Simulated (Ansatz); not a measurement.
The cluster Cu₄Ag⁻, relaxed as a singlet with RKS PBE-D4/def2-SVPD in Ansatz, starting from the GFN1-xTB geometry. Force threshold 0.02 eV/Å.

In the def2 sets Ag takes a core potential; there is no spin–orbit coupling. The restricted singlet is unstable towards broken spin symmetry in Hartree–Fock (as tested in another run); at PBE-D4/def2-SVPD this wasn't settled. The highest occupied level of the charge -1 singlet lies above zero (up to 0.22 eV). The electron is either unbound and held by the finite basis, or the level is raised by self-interaction error. The relaxation made no stability test and no search for a lower SCF solution. No other spin state of charge -1 was run. Another isomer (singlet) lies 0.74 eV lower at PBE0-D4/def2-TZVPD; other spin states weren't run for this one.

Start:

```tsv
atom	x (Å)	y (Å)	z (Å)
Ag1	0.6807	-0.8221	1.0453
Cu2	-1.1257	0.9487	0.9436
Cu3	0.7843	-0.5361	-1.4675
Cu4	1.0111	1.4220	-0.0743
Cu5	-1.3504	-1.0125	-0.4471
```

(1) Estimate the energy that the relaxation releases and the steps that it takes.

(2) Does the start keep its bonding and symmetry?

(3) Predict the relaxed structure.

## Answers

(1) 0.02 eV, in 9 steps; 30 s on 4 threads of Arm Neoverse V1 on a shared host. The force fell under the threshold at step 4, but the optimiser went on and released 0.015 eV more. No frequencies were taken in this run, so the end may be a saddle point.

(2) Bonds formed: Cu2–Cu3 (atoms count from 1). Point group C4v at the start, C2v at the end, both within 0.05 Å.

(3) 
```
atom   x (Å)   y (Å)   z (Å)
 Ag1   0.683  -0.824   1.048
 Cu2  -1.093   0.945   0.755
 Cu3   0.646  -0.406  -1.441
 Cu4   1.160   1.459   0.021
 Cu5  -1.396  -1.175  -0.383
```
Bond lengths (bridged metal pairs left out): 5 × Cu–Cu 2.42 to 3.11 Å; 4 × Ag–Cu 2.52 to 2.55 Å.
